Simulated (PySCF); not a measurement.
# Se⁺: ionisation energy

Se⁺ [Ar] 3d10 4s2 4p3 (4S) → Se²⁺ [Ar] 3d10 4s2 4p2 (3P), as a difference of total energies. Calculation: PySCF 2.14, in x2c-TZVPPall with one added diffuse shell each of s, p, d type (7s6p5d1f, 57 functions); the spin-free X2C one-electron Hamiltonian (Gaussian nucleus). Correlated levels: valence and next inner shell: [Ne] frozen. The calculations carry no spin-orbit coupling.

| method | ionisation energy (eV) | plus first-order spin-orbit estimate | error of that sum (eV) |
| --- | --- | --- | --- |
| UHF | 20.840 | 20.544 | -0.652 |
| MP2 (valence and next inner shell) | 21.422 | 21.126 | -0.070 |
| SCS-MP2 (valence and next inner shell) | 21.244 | 20.948 | -0.248 |
| CCSD (valence and next inner shell) | 21.348 | 21.052 | -0.144 |
| CCSD(T) (valence and next inner shell) | 21.380 | 21.085 | -0.111 |

Reference: 21.196 ± 0.01 eV (measured; NIST Atomic Spectra Database, ionization energies).

A first-order spin-orbit estimate (lowest level to lowest level, LS coupling) adds -0.296 eV.

Errors of the correlated levels include the incompleteness of this basis and the frozen core.
